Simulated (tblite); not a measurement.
Isomers of C5H5FNO2 (doublet state). Computed with GFN2-xTB (tblite): harmonic, unscaled wavenumbers at the GFN2-xTB geometry, gas phase. Errors from tens to a few hundred cm⁻¹ against measured bands are possible. One conformer each. Open shells enter through the occupations alone, without spin polarisation, and single modes of such species can be off by tens of per cent.

Electronic energies: GFN2-xTB at the same geometries; isomer energies are rough at this level and their order can be wrong.

```json
{"SMILES": "COC1=C(F)[CH]C(=O)N1", "electronic energy, lowest = 0 (kJ/mol)": "0.0"}
{"SMILES": "[CH2]OC1=C(F)CC(=O)N1", "electronic energy, lowest = 0 (kJ/mol)": "114.6"}
{"SMILES": "COC1=C(F)CC(=O)[N]1", "electronic energy, lowest = 0 (kJ/mol)": "81.0"}
```

Task: How do GFN2-xTB zero-point energies change the relative energies?

Result: 
```csv
SMILES,ZPE (kJ/mol),of it from modes above 1550 cm⁻¹,electronic (kJ/mol),"with ZPE, lowest = 0 (kJ/mol)",lowest mode (cm⁻¹),rings
COC1=C(F)[CH]C(=O)N1,251.1,113.3,0.0,0.0,82,1
COC1=C(F)CC(=O)[N]1,246.9,99.6,81.0,76.8,3,1
[CH2]OC1=C(F)CC(=O)N1,243.3,115.1,114.6,106.7,88,1
```

The zero-point energies span 7.8 kJ/mol, from `[CH2]OC1=C(F)CC(=O)N1` to `COC1=C(F)[CH]C(=O)N1`. The order is unchanged.
